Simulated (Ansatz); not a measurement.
`C[CH](C)[MgH]` + `CC(=O)Br` → `[MgH][Br]` + `CC(=O)C(C)C`  (formal exchange of groups at a Mg–C bond)

Computed with Ansatz on PBE0-D4/def2-TZVP structures; ΔE is electronic, products minus reactants. CCSD(T)/CBS is the MP2 limit (def2-TZVPP, def2-QZVPP) plus CCSD(T) − MP2 in def2-TZVPP, frozen cores. Functionals use def2-TZVPP. For Br, Mg outer-core shells are correlated without core-valence functions, which leaves a few kJ/mol of doubt a bond. Scalar relativity is left out up to krypton. Each species was taken in one conformer, which may not be the lowest.

```json
{"level": "PBE-D4", "ΔE (kJ/mol)": "-223.3"}
{"level": "r2SCAN-D4", "ΔE (kJ/mol)": "-247.2"}
{"level": "ωB97X-V", "ΔE (kJ/mol)": "-264.0"}
{"level": "B2PLYP", "ΔE (kJ/mol)": "-247.6"}
{"level": "HF/def2-TZVPP", "ΔE (kJ/mol)": "-300.7"}
{"level": "SCS-MP2/def2-QZVPP", "ΔE (kJ/mol)": "-256.4"}
{"level": "MP2/CBS(def2)", "ΔE (kJ/mol)": "-255.3"}
{"level": "CCSD/CBS(def2)", "ΔE (kJ/mol)": "-266.2"}
```

**Question.** What does CCSD(T)/CBS give? (Best estimate.)

**Answer.** Computed: -257.1 kJ/mol. The listed levels differ from it by 33.8, 9.9, -6.9, 9.5, -43.6, 0.7, 1.8, -9.1 kJ/mol.

Largest T1 diagnostic among the species: 0.013.

From PBE to PBE0 (25 % exact exchange), in def2-TZVPP and without D4, ΔE moves by −26.2 kJ/mol. In def2-TZVPP, CCSD(T) changes the Hartree–Fock value by +46.4 kJ/mol (the triples alone add +9.1 kJ/mol) and MP2 by +48.1 kJ/mol.
